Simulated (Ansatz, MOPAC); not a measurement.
Species: SbI2, net charge 0, doublet state. SMILES: [I][Sb][I]

Atoms: Sb1, I2, I3. Bonds: Sb1-I2, Sb1-I3.

Bond lengths (Å) and angles (degrees) optimised at AM1 with MOPAC; PM6 with MOPAC; HF/3-21G with Ansatz (an electronic-structure program); HF/LANL2DZ with Ansatz; B3LYP/LANL2DZ with Ansatz; MP2/LANL2DZ with Ansatz, each started from the B3LYP-D3(BJ)/def2-TZVP structure (Ansatz) of the last column. A row stands for all coordinates that are equal there. No wavenumbers were computed at MP2/LANL2DZ, so these may be saddle points.

| coordinate | AM1 | PM6 | HF/3-21G | HF/LANL2DZ | B3LYP/LANL2DZ | MP2/LANL2DZ | B3LYP-D3(BJ)/def2-TZVP |
|---|---|---|---|---|---|---|---|
| Sb1-I2 | 2.595 | 2.742 | 2.883 | 2.848 | 2.849 | 2.834 | 2.731 |
| I2-Sb1-I3 | 102.6 | 102.6 | 100.4 | 100.9 | 102.5 | 101.3 | 101.1 |

Mean signed difference of all 2 bond lengths from B3LYP-D3(BJ)/def2-TZVP: AM1 -0.136 Å, PM6 0.011 Å, HF/3-21G 0.152 Å, HF/LANL2DZ 0.117 Å, B3LYP/LANL2DZ 0.117 Å, MP2/LANL2DZ 0.102 Å.
